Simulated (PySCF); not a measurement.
**How methods differ on the excitation energy of Ar²⁺**

Ar²⁺ [Ne] 3s2 3p4 (3P) → Ar²⁺ [Ne] 3s2 3p3 3d1 (5D), as a difference of total energies. All numbers are calculated (PySCF 2.14, scalar relativity by spin-free X2C-1e, in x2c-QZVPPall with one added diffuse shell each of s, p, d, f type (10s7p5d3f1g, 86 functions)). Correlated levels: valence: [Ne] frozen; valence and next inner shell: 1s2 frozen. The calculations carry no spin-orbit coupling.

| method | excitation energy (eV) |
| --- | --- |
| UHF | 17.173 |
| LDA | 17.844 |
| PBE | 17.652 |
| PBE0 | 17.720 |
| r2SCAN | 17.762 |
| revPBE | 17.635 |
| B2PLYP | 17.967 |
| MN15 | 18.284 |
| wB97X-V | 18.100 |
| MP2 (valence) | 17.848 |
| SCS-MP2 (valence) | 18.069 |
| MP2 (valence and next inner shell) | 17.865 |
| SCS-MP2 (valence and next inner shell) | 18.080 |

**Question.** How much does correlation contribute at MP2 (valence and next inner shell)?

**Answer.** 17.865 − (17.173) = 0.692 eV, measured against UHF.

A first-order spin-orbit estimate (lowest level to lowest level, LS coupling) adds 0.059 eV.

The promoted electron is Rydberg-like, and one or two diffuse shells describe it only roughly, which tends to raise the upper state.
